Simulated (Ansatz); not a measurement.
Coupled-cluster diagnostics for the cluster CdCl₃⁻ (the lowest singlet isomer of a short search), Ansatz.

Geometry of the singlet (PBE0-D4/def2-SVPD):

Cartesian coordinates in Å:
```
Cd -0.0001 0.0004 -0.0006
Cl -0.2221 -2.3116 -0.6857
Cl -1.7824 1.0707 1.2409
Cl 2.0045 1.2404 -0.5546
```

In the def2 sets Cd takes a core potential; there is no spin–orbit coupling. Correlated methods freeze 15 core orbitals; core or outer-core shells of Cd are correlated, in sets that lack core-valence functions. The structure comes from a short search, and lower isomers may exist.

(1) Estimate the CCSD(T) correlation energy, the shares of MP2 and (T), T1 and the reference's ⟨S²⟩ for: charge -1, singlet, own geometry in def2-TZVPD; and the rough time on 4 threads of Arm Neoverse V1 on a shared host.

Answers

(1) 
```tsv
state	basis	correlation (eV)	MP2 share (%)	(T) share (%)	T1	⟨S²⟩ (pure)	wall time
charge -1, singlet, own geometry	def2-TZVPD	-30.739	94.8	3.2	0.010	0.00 (0.00)	78 s
```
Customary marks for T1 are 0.02 (closed shells), 0.045 (open shells) and about 0.05 (3d metals). T1 stays under 0.02 throughout.
